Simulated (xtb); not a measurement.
C₂₂H₁₂N₂O₅, SMILES c1c(cccc1)Oc1ccc(cc1)-n1c(=O)c2cc3c(c(=O)[nH]c3=O)cc2c1=O. All values are semi-empirical tight-binding results from xtb (GFN2-xTB unless named), good for trends rather than for accurate numbers. Geometry: GFN2-xTB. Other conformers were not sampled.

Optimised geometry:

```xyz
41

O      0.9126    -1.1844     2.1218
C      1.2884    -0.6699     1.1035
N      0.4863    -0.3071     0.0227
C     -0.9111    -0.5474    -0.0327
C     -1.4218    -1.7615     0.4121
C     -2.7794    -1.9953     0.3582
C     -3.6424    -1.0264    -0.1509
O     -4.9589    -1.3649    -0.2389
C     -5.9390    -0.4017    -0.2189
C     -7.0645    -0.6278    -1.0037
C     -8.1169     0.2673    -0.9715
C     -8.0549     1.3894    -0.1620
C     -6.9383     1.6059     0.6274
C     -5.8805     0.7150     0.6074
C     -3.1232     0.1808    -0.6109
C     -1.7648     0.4213    -0.5438
C      1.2077     0.2950    -1.0070
O      0.7579     0.6952    -2.0465
C      2.6225     0.3134    -0.5434
C      3.7549     0.7904    -1.1837
C      4.9405     0.6474    -0.4805
C      6.3256     1.0408    -0.8641
O      6.7213     1.5702    -1.8647
N      7.1112     0.6599     0.2130
C      6.4072     0.0657     1.2492
O      6.8806    -0.3412     2.2734
C      4.9895     0.0626     0.7902
C      3.8554    -0.4117     1.4302
C      2.6715    -0.2700     0.7247
H     -0.7606    -2.5156     0.8071
H     -3.1922    -2.9316     0.6982
H     -7.0963    -1.5083    -1.6262
H     -8.9878     0.0885    -1.5841
H     -8.8761     2.0894    -0.1417
H     -6.8894     2.4720     1.2704
H     -5.0168     0.8746     1.2365
H     -3.7810     0.9273    -1.0300
H     -1.3691     1.3569    -0.9043
H      3.7163     1.2405    -2.1629
H      8.1113     0.8004     0.2381
H      3.8920    -0.8627     2.4090
```
Charge 0, spin multiplicity 1.

Computed properties:
```json
{
  "orbital_gap": "0.92 eV",
  "dipole_moment": "1.56 D",
  "zero_point_energy": "179.3 kcal/mol",
  "G − E(el) at 298.15 K (modified RRHO)": "147.2 kcal/mol",
  "static polarisability (D4 model)": "259.4 bohr³",
  "solvation energy, GFN2-xTB/ALPB(water)": "-9.4 kcal/mol",
  "solvation energy, GFN2-xTB/ALPB(benzene)": "-23.9 kcal/mol"
}
```

Computed IR lines (harmonic; lines under 4 % of the strongest left out, lines within 3 cm⁻¹ merged):
ν (cm⁻¹): 638 (w), 675 (w), 756 (w), 893 (w), 897 (w), 1070 (w), 1117 (w), 1136 (w), 1144 (w), 1181 (w), 1206 (m), 1220 (w), 1247 (vs), 1318 (w), 1339 (w), 1410 (w), 1465 (m), 1475 (m), 1594 (w), 1760 (s), 1790 (vs), 1805 (m), 3090 (w), 3099 (w), 3442 (w) (against the strongest line: vs over 80 %, s over 45 %, m over 15 %, w over 4 %, vw less)

Computed atomic charges and the Wiberg bond orders between heavy atoms:
charges (e) O1 -0.35, C2 0.28, N3 -0.10, C4 0.07, C5 -0.03, C6 -0.05, C7 0.15, O8 -0.25, C9 0.14, C10 -0.05, C11 -0.03, C12 -0.04, C13 -0.03, C14 -0.05, C15 -0.06, C16 -0.04, C17 0.28, O18 -0.35, C19 -0.01, C20 0.00, C21 -0.01, C22 0.29, O23 -0.34, N24 -0.18, C25 0.29, O26 -0.34, C27 -0.01, C28 0.00, C29 -0.01, H30 0.06, H31 0.06, H32 0.05, H33 0.04, H34 0.04, H35 0.04, H36 0.04, H37 0.05, H38 0.06, H39 0.09, H40 0.21, H41 0.09. Bond orders O1–C2 1.77, C2–N3 1.10, N3–C4 1.00, C4–C5 1.38, C5–C6 1.47, C6–C7 1.36, C7–O8 1.05, O8–C9 1.01, C9–C10 1.38, C10–C11 1.45, C11–C12 1.43, C12–C13 1.44, C9–C14 1.38, C13–C14 1.45, C7–C15 1.37, C4–C16 1.39, C15–C16 1.45, N3–C17 1.10, C17–O18 1.77, C17–C19 0.98, C19–C20 1.41, C20–C21 1.41, C21–C22 0.98, C22–O23 1.77, C22–N24 1.12, N24–C25 1.12, C25–O26 1.77, C21–C27 1.35, C25–C27 0.98, C27–C28 1.41, C2–C29 0.98, C19–C29 1.35, C28–C29 1.41.
